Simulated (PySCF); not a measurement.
Mn (manganese, neutral) across methods

[Ar] 3d5 4s2, high-spin 6S determinant. Computed with PySCF 2.14 in aug-cc-pwCVTZ-DK (10s9p7d4f3g, 127 functions), with scalar relativity by spin-free X2C-1e.

```json
{"method": "wB97X-V", "E (hartree)": "-1158.406", "mean ε 3d α (eV)": "-12.741", "mean ε 4s α (eV)": "-7.951", "mean ε 4s β (eV)": "-7.081", "Σ⟨r²⟩ (bohr²)": "40.71", "⟨S²⟩": "8.757"}
{"method": "M06-L", "E (hartree)": "-1158.492", "mean ε 3d α (eV)": "-8.298", "mean ε 4s α (eV)": "-5.432", "mean ε 4s β (eV)": "-4.495", "Σ⟨r²⟩ (bohr²)": "39.86", "⟨S²⟩": "8.760"}
{"method": "LDA", "E (hartree)": "-1156.126", "mean ε 3d α (eV)": "-8.330", "mean ε 4s α (eV)": "-5.694", "mean ε 4s β (eV)": "-4.641", "Σ⟨r²⟩ (bohr²)": "40.32", "⟨S²⟩": "8.761"}
{"method": "r2SCAN", "E (hartree)": "-1158.517", "mean ε 3d α (eV)": "-8.723", "mean ε 4s α (eV)": "-5.759", "mean ε 4s β (eV)": "-4.547", "Σ⟨r²⟩ (bohr²)": "40.93", "⟨S²⟩": "8.781"}
{"method": "wB97M-V", "E (hartree)": "-1158.455", "mean ε 3d α (eV)": "-12.788", "mean ε 4s α (eV)": "-7.931", "mean ε 4s β (eV)": "-7.082", "Σ⟨r²⟩ (bohr²)": "40.60", "⟨S²⟩": "8.756"}
{"method": "PBE0", "E (hartree)": "-1158.337", "mean ε 3d α (eV)": "-10.439", "mean ε 4s α (eV)": "-6.155", "mean ε 4s β (eV)": "-5.110", "Σ⟨r²⟩ (bohr²)": "40.82", "⟨S²⟩": "8.762"}
{"method": "UHF", "E (hartree)": "-1157.38373", "mean ε 3d α (eV)": "-17.086", "mean ε 4s α (eV)": "-7.552", "mean ε 4s β (eV)": "-6.201", "Σ⟨r²⟩ (bohr²)": "42.86", "⟨S²⟩": "8.772"}
```

Task: Estimate the same row for PBE.

Result: E (hartree) = -1158.314; mean ε 3d α (eV) = -8.151; mean ε 4s α (eV) = -5.507; mean ε 4s β (eV) = -4.463; Σ⟨r²⟩ (bohr²) = 40.75; ⟨S²⟩ = 8.762.
